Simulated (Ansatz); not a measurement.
C3H10AlN. Total charge 0; spin multiplicity 1. The bonds changed during the relaxation, so this is another structure than the one it started from.

Cartesian coordinates in Å:
```
C -0.558 1.399 1.617
Al 0.808 0.425 0.587
C 0.439 -1.492 0.120
C -0.389 -1.022 -1.072
N 0.136 0.351 -1.376
H -0.549 2.472 1.401
H -0.384 1.298 2.694
H -1.574 1.033 1.429
H 2.311 0.986 0.563
H -0.129 -2.130 0.796
H 1.324 -2.046 -0.205
H -1.436 -0.897 -0.787
H -0.363 -1.652 -1.967
H 0.919 0.303 -2.018
H -0.554 0.972 -1.782
```

Problem. List the harmonic frequencies (cm⁻¹, unscaled) at PBE0-D4/def2-TZVP in Ansatz. (Best estimate.)

Solution. Computed: 102, 105, 144, 189, 367, 440, 483, 502, 564, 599, 653, 673, 732, 759, 853, 930, 984, 1008, 1043, 1093, 1215, 1253, 1307, 1361, 1444, 1448, 1451, 1496, 1634, 1846, 3024, 3036, 3071, 3100, 3103, 3107, 3138, 3519, 3600.

Problem. Is this a minimum?

Solution. Yes, all 39 modes are real.

Problem. Give the ideal-gas thermochemistry at 298.15 K and 1 bar (rigid rotor, harmonic oscillator; point group C1, symmetry number 1).

Solution. Zero-point energy 331.2 kJ/mol; H(298) − E = 353.9 kJ/mol; entropy 350.7 J/(mol·K), of which translation 164.6, rotation 110.7, vibration 75.5; G(298) − E = 249.4 kJ/mol.

Problem. And at 400, 500, 600, 800 and 1000 K?

Solution. 
| T (K) | H − E (kJ/mol) | S (J/mol/K) | G − E (kJ/mol) |
| --- | --- | --- | --- |
| 400 | 368.4 | 392.1 | 211.5 |
| 500 | 385.4 | 430.1 | 170.4 |
| 600 | 404.9 | 465.5 | 125.6 |
| 800 | 449.3 | 529.2 | 26.0 |
| 1000 | 499.4 | 585.0 | -85.6 |

Problem. Rotational constants (cm⁻¹)?

Solution. 0.194, 0.09319, 0.08458.
